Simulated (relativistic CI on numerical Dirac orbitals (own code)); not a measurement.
# Fe³⁺ in a cubic cluster: 3s photoemission with charge transfer

Computed with a charge-transfer multiplet model of a cubic metal-ligand cluster with up to 3 ligand holes, Slater and spin-orbit integrals from Dirac-Coulomb-Breit ions, Slater integrals scaled by 0.7. The ground state mixes d5 with configurations of k ligand holes L, whose averages lie at kΔ + k(k − 1)U_dd/2; a core hole lowers each added d electron by U_cd. 20 K, Lorentzian 1.4 eV and Gaussian 0.8 eV FWHM.

Atomic integrals in eV (Slater integrals scaled, ζ unscaled), ground: F2dd 8.389, F4dd 5.243, zeta_d 0.056; with the core hole: F2dd 9.112, F4dd 5.728, zeta_d 0.065, G2cd 9.045.

Cluster parameters (eV): Δ = 2.2, U_dd = 6.8, U_cd = 8.1, 10Dq = 0.75, 10Dq(ligand) = 0.1, final-state hopping factor = 0.9.

```csv
Case,n_d,d5,d6L,d7L2,d8L3,S
"V(eg) = 1.25 eV, V(t2g) = -0.67 eV",5.16,0.84,0.15,0.00,0.00,2.50
"V(eg) = 2.15 eV, V(t2g) = -1.16 eV",5.33,0.69,0.29,0.02,0.00,2.50
"V(eg) = 3.05 eV, V(t2g) = -1.65 eV",5.47,0.58,0.37,0.05,0.00,2.50
```

Weights, n_d and S are thermal averages at 20 K. Binding energies count from the first peak over 30 % of the highest in each spectrum, which can be another peak from case to case. The parameters are a model scan and need not match a compound or its usual spin state. Peaks in eV (height, largest 100):
- V(eg) = 1.25 eV, V(t2g) = -0.67 eV: 0.0 (100), 4.7 (98), 8.9 (48), 13.7 (37), 16.2 (72)
- V(eg) = 2.15 eV, V(t2g) = -1.16 eV: 0.0 (100), 6.5 (49), 8.9 (47), 15.4 (28), 19.6 (18)
- V(eg) = 3.05 eV, V(t2g) = -1.65 eV: 0.0 (100), 3.3 (18), 8.5 (66), 16.8 (22), 23.3 (7)

For the case V(eg) = 2.15 eV, V(t2g) = -1.16 eV, Δ = 2.2 eV is smaller than U_dd = 6.8 eV, the charge-transfer side of the Zaanen-Sawatzky-Allen scheme. With the core hole the average of the configuration with one ligand hole lies at Δ − U_cd = -5.9 eV before mixing: it lies below the unscreened one, so the lowest final states are mostly screened and the unscreened weight appears at higher binding energy as a satellite.

Without intra-shell correlation the exchange splitting of the 3s hole comes out too large.
